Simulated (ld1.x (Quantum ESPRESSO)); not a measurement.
# vanadium (V), PAW: configuration errors across variants

vanadium, PAW, made with ld1.x (Quantum ESPRESSO) 7.5 (PBE, scalar-relativistic). Core [Ne], reference 3s2 3p6 3d3 4s1.5 4p0 (charge +0.5). Waves: 3s (bound): rcut 1.25, rcutus 1.45 bohr; 4s (bound): rcut 1.25, rcutus 1.45 bohr; 3p (bound): rcut 1.75, rcutus 2.05 bohr; 4p (bound, empty): rcut 1.75, rcutus 2.05 bohr; 3d (bound): rcut 1.20, rcutus 1.45 bohr; 3d channel at 3.75 Ry: rcut 1.20, rcutus 1.45 bohr. Local part: all-electron potential smoothed inside 1.20 bohr (lloc = -1). Core correction: a·sin(br)/r model core, default radius (ld1.x builds one for every PAW set, though the input has nlcc=.false.). Augmentation charge: PSQ, inside the norm-conserving radii.

All-electron excitation energies from the reference (eV): (1) 3s2 3p6 3d3 4s2 4p0 -3.092; (2) 3s2 3p6 3d3 4s1 4p0 4.643; (3) 3s2 3p6 3d3 4s0 4p0 18.939; (4) 3s1 3p6 3d3 4s2 4p0 74.338; (5) 3s2 3p6 3d4 4s1 4p0 -2.506; (6) 3s2 3p6 3d3.5 4s1.5 4p0 -3.037; (7) 3s2 3p6 3d4 4s0 4p0 4.105.

The overlap operator is not positive definite (basis up to 400 Ry) in “base”, “local potential all-electron potential smoothed inside 1.45 bohr (lloc = -1)”, “wave 3d channel at 3.75 Ry: rcut 1.20, rcutus 1.45 bohr becomes 3d channel at -0.54 Ry: rcut 1.20, rcutus 1.45 bohr”, “all radii but the core radius scaled by about 0.77 (s 1.12, p 1.58, d 1.12 bohr, rcut 0.96/1.34/0.92); local potential all-electron potential smoothed inside 0.92 bohr (lloc = -1)”. Such files are unfit for use, however small their errors in these radial tests.

2 further variants failed, have other tests or another functional or relativity, and are left out.

Errors AE − PS in meV (a dash: test not solved or not reliable):

| change | (1) | (2) | (3) | (4) | (5) | (6) | (7) | bound ghosts |
| --- | --- | --- | --- | --- | --- | --- | --- | --- |
| base | -0.1 | -0.6 | -2.6 | -638 | -75 | -23 | -139 | not determined (overlap not positive) |
| local potential all-electron potential smoothed inside 1.45 bohr (lloc = -1) | +0.1 | -0.4 | -1.9 | – | – | – | – | not determined (overlap not positive) |
| wave 3d channel at 3.75 Ry: rcut 1.20, rcutus 1.45 bohr becomes 3d channel at -0.54 Ry: rcut 1.20, rcutus 1.45 bohr | -0.1 | -0.6 | -2.7 | -662 | -81 | -25 | -149 | not determined (overlap not positive) |
| all radii but the core radius scaled by about 0.77 (s 1.12, p 1.58, d 1.12 bohr, rcut 0.96/1.34/0.92); local potential all-electron potential smoothed inside 0.92 bohr (lloc = -1) | +0.3 | -0.2 | -0.8 | – | – | – | – | not determined (overlap not positive) |

Give the same row for: local potential all-electron potential smoothed inside 1.10 bohr (lloc = -1).

-0.3, -0.8, -3.0, -898, -107, -33, -204; bound ghosts: not determined (overlap not positive). Its overlap operator is not positive definite in a basis up to 400 Ry (lowest eigenvalue p -1.63), so the file is unfit for use: the generalised eigenproblem breaks down once the basis is large enough, and its test numbers describe a broken file.
